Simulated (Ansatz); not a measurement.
BeH2O (SMILES [BeH][OH]) moved off its minimum; all values from Ansatz (a quantum-chemistry and plane-wave program), cores frozen in correlated methods.
(charge 0, multiplicity 1)
```xyz
4

Be    -0.76267    -0.35981     0.05545
H     -1.97084    -0.95265     0.09947
O      0.49704     0.18451    -0.08311
H      1.08612     0.72540     0.41727
```

```csv
level,largest force (eV/Å),on atom,rms difference from CCSD(T)/aug-cc-pVTZ (eV/Å),dipole (D)
HF/def2-TZVPP,1.48,O3,0.442,1.67
PBE/def2-TZVPP,1.31,Be1,0.168,1.74
r2SCAN/def2-TZVPP,1.24,Be1,0.092,1.74
B3LYP/def2-TZVPP,1.27,Be1,0.105,1.72
wB97M-V/def2-TZVPP,1.39,Be1,0.073,1.73
MP2/aug-cc-pVTZ,1.64,Be1,0.053,1.63
CCSD(T)/aug-cc-pVTZ,1.49,Be1,0.000,1.60
```

The differences count from one level among others, with limits of its own. Forces at CCSD(T)/aug-cc-pVTZ (eV/Å):

| atom | Fx | Fy | Fz |
|---|---|---|---|
| Be1 | -1.328 | -0.664 | 0.051 |
| H2 | 0.159 | 0.108 | 0.013 |
| O3 | 0.843 | 0.306 | -0.239 |
| H4 | 0.325 | 0.250 | 0.176 |
